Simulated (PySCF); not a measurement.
This script is equivalent to a calculation on Ga³⁺ (gallium, charge +3).

```python
from pyscf import gto, scf, dft, mp, cc
import basis_set_exchange as bse
txt = bse.get_basis("aug-cc-pVTZ-PP", elements=["Ga"], fmt="nwchem", header=False, augment_diffuse=1)
cut = txt.index("\nECP")
mol = gto.M(atom="Ga 0 0 0", charge=3, spin=0, symmetry="D2h",
            basis=gto.basis.parse(txt[:cut]),
            ecp={"Ga": gto.basis.parse_ecp(txt[cut:])})
mf = dft.UKS(mol, xc="CAMB3LYP")
mf.irrep_nelec = {'Ag': (3, 3), 'B1g': (1, 1), 'B2g': (1, 1), 'B3g': (1, 1), 'B1u': (1, 1), 'B2u': (1, 1), 'B3u': (1, 1)}
mf.kernel()
```

**Question.** What total energy does it give?

**Answer.** -257.284 hartree (calculated).

**Question.** Which occupied shell lies highest, and where?

**Answer.** 3d, at -57.826 eV.

Energies and moments cover only the electrons outside the core potential.
